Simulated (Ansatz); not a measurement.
Consider the cleavage of the B–Al bond: `[BH2][Al]([CH3])[CH3]` + `C=CNC` → `BN(C)C=C` + `[CH3][AlH][CH3]`.

Isolated molecules relaxed with PBE0-D4/def2-TZVP in Ansatz; ΔE leaves out vibrations. CCSD(T)/CBS adds triple-zeta CCSD(T) − MP2 to the extrapolated MP2 energy (def2 sets, frozen cores). Functionals use def2-TZVPP. Each species was taken in one conformer, which may not be the lowest.

`[BH2][Al]([CH3])[CH3]`:

Z-matrix (Å, degrees):
```
C
Al 1 1.964
H 1 1.097 2 109.6
H 1 1.095 2 111.2 3 117.3
H 1 1.093 2 114.1 3 -120.2
C 2 1.964 1 118.3 3 -74.8
B 2 2.124 1 121.0 3 105.6
H 6 1.094 2 111.9 1 31.4
H 6 1.093 2 113.6 1 154.2
H 6 1.097 2 109.5 1 -86.6
H 7 1.202 2 123.3 1 -88.9
H 7 1.202 2 123.3 1 91.1
```

`C=CNC`:

```xyz
11

C     1.409   -1.222    0.709
C     0.746   -0.123    0.344
N    -0.223   -0.027   -0.627
C    -1.242    0.987   -0.508
H     1.192   -2.194    0.281
H     2.209   -1.158    1.432
H     0.989    0.833    0.802
H    -0.556   -0.915   -0.968
H    -1.959    0.802    0.305
H    -0.769    1.954   -0.325
H    -1.796    1.064   -1.445
```

`BN(C)C=C`:

```xyz
13

B     1.494   -0.732    0.911
N     0.413   -0.239    0.172
C     0.149   -0.661   -1.189
C    -0.471    0.692    0.717
C    -1.528    1.227    0.110
H     1.649   -0.337    2.028
H     2.226   -1.528    0.404
H     0.177    0.194   -1.871
H    -0.839   -1.124   -1.265
H     0.905   -1.382   -1.490
H    -0.220    0.967    1.735
H    -1.816    0.983   -0.904
H    -2.139    1.942    0.643
```

`[CH3][AlH][CH3]`:

```xyz
10

C     0.668    1.550   -0.366
Al    0.525   -0.219    0.451
C    -0.987   -1.395    0.065
H     0.601    1.486   -1.458
H     1.594    2.071   -0.115
H    -0.167    2.186   -0.049
H     1.645   -0.726    1.467
H    -1.675   -0.988   -0.680
H    -0.643   -2.372   -0.291
H    -1.562   -1.592    0.977
```

```
        level  ΔE (kJ/mol)
  LDA (SPW92)       -204.7
      PBE0-D4       -186.6
   r2SCAN0-D4       -192.2
HF/def2-QZVPP       -182.7
```

What does CCSD(T)/CBS give? (Best estimate.)

The calculation gave: -194.8 kJ/mol. The listed levels differ from it by -9.9, 8.2, 2.6, 12.1 kJ/mol.

Largest T1 diagnostic among the species: 0.013.

Leaving LDA and LC-ωPBE aside and taking each functional with its dispersion term where it has one, the values, not all of them listed here, spread over 15.9 kJ/mol, from B97M-V to PBE-D4. LDA lies −22.5 kJ/mol from PBE without D4. At CCSD(T), def2-SVP lies −11.8 kJ/mol from the extrapolated value and def2-TZVPP −1.0 kJ/mol.
